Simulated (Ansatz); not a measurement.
CI₂, SMILES I[C]I (connectivity only; charge and spin as stated), neutral, multiplicity 1.

Geometry: B3LYP-D3(BJ)/def2-TZVP. The def2 effective core potentials stand for the cores of I; spin–orbit coupling is left out.

Two levels are set side by side: PBE/def2-SVPD (Ansatz, a first-principles code) and ωB97X-V/def2-SVPD (Ansatz). Energy differences of separate SCF runs at the same geometry; the states with an electron removed or added have multiplicity 2 and 2. Differences are taken from unrounded values.

```json
[
 {"quantity": "vertical ionisation energy (eV)", "ωB97X-V": "8.94"},
 {"quantity": "vertical electron affinity (eV)", "ωB97X-V": "2.21"},
 {"quantity": "vertical singlet–triplet gap (eV)", "ωB97X-V": "0.45"}
]
```

Problem. What does PBE give, and how far is it from ωB97X-V? (Estimate from the structure and the level; the computed values follow.)

Solution. 
| quantity | PBE | PBE minus ωB97X-V |
|---|---|---|
| vertical ionisation energy (eV) | 8.58 | -0.35 |
| vertical electron affinity (eV) | 1.91 | -0.30 |
| vertical singlet–triplet gap (eV) | 0.71 | 0.26 |
